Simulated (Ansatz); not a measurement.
GaH5Se (`[GaH3-][SeH2+]`). Charge 0, multiplicity 1. All single points use the PBE0-D4/def2-TZVP geometry.

```xyz
7

Ga    0.441   -0.837   -0.708
Se   -0.591    1.434    0.358
H    -0.751   -1.054   -1.715
H     1.758   -0.144   -1.224
H     0.494   -1.695    0.611
H    -1.648    0.794    1.151
H     0.297    1.502    1.526
```

What is the dipole moment at PBE/def2-TZVPP? (An estimate is asked.)

The calculation gave: 3.27 D, with components (-1.21, 2.25, 2.05) D in this frame, pointing from negative to positive charge.

And with r2SCAN, B3LYP, ωB97M-V? (Estimate.)

Computed: r2SCAN 3.33 D, B3LYP 3.23 D, ωB97M-V 3.19 D.

Give the Mulliken charges with PBE, ωB97M-V, r2SCAN in def2-TZVPP. (Best estimate.)

Computed: 
```json
{"atom": "Ga1", "PBE": "-0.02", "ωB97M-V": "0.00", "r2SCAN": "0.09"}
{"atom": "Se2", "PBE": "0.01", "ωB97M-V": "-0.05", "r2SCAN": "0.00"}
{"atom": "H3", "PBE": "-0.06", "ωB97M-V": "-0.06", "r2SCAN": "-0.09"}
{"atom": "H4", "PBE": "-0.06", "ωB97M-V": "-0.06", "r2SCAN": "-0.09"}
{"atom": "H5", "PBE": "-0.06", "ωB97M-V": "-0.06", "r2SCAN": "-0.09"}
{"atom": "H6", "PBE": "0.09", "ωB97M-V": "0.12", "r2SCAN": "0.09"}
{"atom": "H7", "PBE": "0.09", "ωB97M-V": "0.12", "r2SCAN": "0.09"}
```

B3LYP here is the variant with VWN-RPA as its local correlation; programs differ in this.
